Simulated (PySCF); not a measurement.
Ligands exchanged one at a time, Ga Br-NH2. All species are isolated molecules in the gas phase. One relaxed conformer stands for each flexible species; it need not be the lowest. Strings in code marks are SMILES.

The S1–T1 gap (TDA) from two functionals at the same geometries (CAM-B3LYP-D3(BJ)/def2-TZVP), both in PySCF: PBE-D3(BJ)/def2-TZVP and CAM-B3LYP-D3(BJ)/def2-TZVP. Excitations are Tamm–Dancoff values on a coarser integration grid. The basis has no diffuse functions, so Rydberg states are missing or too high.

```csv
species,PBE-D3(BJ)/def2-TZVP (eV),CAM-B3LYP-D3(BJ)/def2-TZVP (eV)
0 of 3 Br replaced by NH2,0.30,0.39
1 of 3 Br replaced by NH2 (`[Br][Ga]([Br])[NH2]`),0.33,0.45
2 of 3 Br replaced by NH2,0.33,0.49
3 of 3 Br replaced by NH2 (`[NH2][Ga]([NH2])[NH2]`),0.28,0.49
```

Over these rows, drawn at random from the members with no instability flagged (it was tested for open shells, ions and some series alone), PBE minus CAM-B3LYP-D3(BJ): mean -0.14 eV, from -0.20 eV to -0.09 eV.
